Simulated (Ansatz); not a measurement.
Stepwise reaction of `[NH2][Sc]([Cl])[Cl]` with water, as a gas-phase model of exchange steps in deposition or etching. ΔE in kJ/mol; ΔG adds harmonic PBE0-D4 terms to CCSD(T)/CBS, at 1 bar.

Calculated with Ansatz (gas phase, PBE0-D4/def2-TZVP geometries, no zero-point term in ΔE). CBS: MP2 limit from def2 TZ/QZ plus the TZ coupled-cluster correction, frozen cores. This one scheme is used for every species. Functionals use def2-TZVPP. B3LYP here is the variant with VWN-RPA as its local correlation; programs differ in this. For Sc outer-core shells are correlated without core-valence functions, which leaves a few kJ/mol of doubt a bond. Scalar relativity is left out up to krypton. One conformer a species, not always the lowest.

```
step                                                   reaction  PBE-D4  B3LYP-D4  ωB97M-V  CCSD(T)/CBS  ΔG(600 K)
   1  `[NH2][Sc]([Cl])[Cl]` + H₂O → `[NH2][Sc]([OH])[Cl]` + HCl    42.0      41.5     41.3         43.6       33.3
```

(1) Give the row of step 2, `[NH2][Sc]([OH])[Cl]` + H₂O → `[NH2][Sc]([OH])[OH]` + HCl. (An estimate is asked.)

(2) By hand: ΔE of the 2 steps together at CCSD(T)/CBS.

Answers

(1) Ansatz gave: 
```
step                                                   reaction  PBE-D4  B3LYP-D4  ωB97M-V  CCSD(T)/CBS  ΔG(600 K)
   2  `[NH2][Sc]([OH])[Cl]` + H₂O → `[NH2][Sc]([OH])[OH]` + HCl    53.3      53.2     54.0         54.2       50.6
```

(2) (43.6) + (54.2) = 97.8 kJ/mol, or 48.9 kJ/mol a step.

In ΔE each step is higher than the one before. All are uphill at CCSD(T)/CBS. ΔG lies between 33.3 and 50.6 kJ/mol a step. PBE-D4 differs from CCSD(T)/CBS by -1.6 to -0.9 kJ/mol a step. Isolated molecules leave out the surface, adducts and barriers. Largest T1 diagnostic: 0.016.
